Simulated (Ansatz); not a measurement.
Ansatz (a first-principles code) input (MP2/6-31G* with LANL2DZ past Ar): The .json file joins the Basis Set Exchange's 6-31G* for atoms up to Ar and LANL2DZ past it.

Ansatz 0.2 input:
```yaml
crystal:
  periodic: [false, false, false]
  atoms:
    - {symbol: W, position_ang: [0.01718900, 0.00631800, 0.00349000]}
    - {symbol: H, position_ang: [0.70825700, 1.29363700, -0.90529300]}
    - {symbol: H, position_ang: [-1.28020000, 0.72087500, 0.82458600]}
    - {symbol: H, position_ang: [0.99179200, -0.66878100, 1.25050400]}
    - {symbol: H, position_ang: [-1.53056800, -0.56256400, -0.31079700]}
    - {symbol: H, position_ang: [-0.16123700, -1.25067800, -1.11728300]}
basis:
  gaussian:
    orbitals: 6-31Gs+LANL2DZ.json
magnetization: {spin_polarized: true, initial_magnetization: 1}
correlation: {method: mp2, electrons: outside_noble_gas}
```

Output:

```
Functional definition: HF
integrals: 0.01 GiB planned
452 factors; integrals over basis functions are off by at most 2.0e-4 eV
mean field: 0.06 GiB planned
mean field evaluation 1: about -1899.7308 eV, gradient 8.7e0 eV
mean field evaluation 2: about -1899.7455 eV, gradient 8.7e0 eV
mean field evaluation 4: about -1900.4862 eV, gradient 1.4e0 eV
mean field evaluation 8: about -1900.5508 eV, gradient 3.0e-1 eV
mean field evaluation 16: about -1898.9074 eV, gradient 1.7e0 eV
mean field evaluation 32: about -1898.6076 eV, gradient 1.7e0 eV
mean field evaluation 64: about -1900.3044 eV, gradient 4.5e0 eV
mean field -1900.55996932 eV, -69.8442906266 hartree, gradient 1.9e-6 eV, S^2 0.816416; 10 other end points of the search recorded, 0 dependent functions left out
4 core orbitals not correlated
reference -1900.55996932 eV, -69.8442906266 hartree; 6, 5 occupied and 22, 23 virtual orbitals, 452 factors
second order -3.17073839 eV of doubles, -0.00000000 eV of singles
Total energy: -1903.73070770 eV, -69.9608131130 hartree
```

The geometry given is a B3LYP-D3(BJ)/def2-TZVP minimum.
